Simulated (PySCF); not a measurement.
Atoms are numbered as in `[CH3:1][C:2](=[O:3])[c:4]1[cH:5][cH:6][p:7][c:8]([Cl:9])[cH:10]1`. Each H is labelled by its parent atom.

[PySCF 2.14: σ from GIAO-PBE0/pcSseg-1; coordinates at the GFN2-xTB level; one averaged value for each set of equivalent atoms; in vacuum; relativity neglected; one computed conformer]

Task: Predict the 2D correlation tables (HSQC, COSY, HMBC).

Result: 

HSQC (one-bond C–H):
```tsv
δH	δC
9.25 (H(C6))	167.3 (C6)
8.94 (H(C5))	136.2 (C5)
8.49 (H(C10))	139.8 (C10)
2.72 (H(C1))	28.6 (C1)
```

COSY cross peaks (H two or three bonds apart, from the bond graph; peaks can be absent where the dihedral angle is near 90°):
```tsv
δH	δH
9.25 (H(C6))	8.94 (H(C5))
```

HMBC (two and three bonds, from the bond graph):
```tsv
δH	δC
9.25 (H(C6))	183.6 (C8), 141.0 (C4), 136.2 (C5)
8.94 (H(C5))	200.4 (C2), 167.3 (C6), 141.0 (C4), 139.8 (C10)
8.49 (H(C10))	200.4 (C2), 183.6 (C8), 141.0 (C4), 136.2 (C5)
2.72 (H(C1))	200.4 (C2), 141.0 (C4)
```

δ = σ(ref) − σ, references computed at the same level: TMS for $^{1}$H (31.72 ppm) and $^{13}$C (186.93 ppm).

Short H···H contacts in this conformer between protons four or more bonds apart (candidates for NOE cross peaks, intensity ∝ r⁻⁶): H(C1)···H(C10) 2.30 Å.

Carbons that carry Cl, above all several Cl atoms, come out too deshielded, partly because spin–orbit coupling is missing. Shifts are as computed. Against solution values, carbons near 30 ppm lie about +3 ppm off and those near 130 ppm about +5 ppm; carbons on Cl a further +6 ppm. Of 1211 compounds with measured shifts, 218 miss one by over three times the rms of a fit or turn the order of signals round; such compounds aren't used in these exercises.
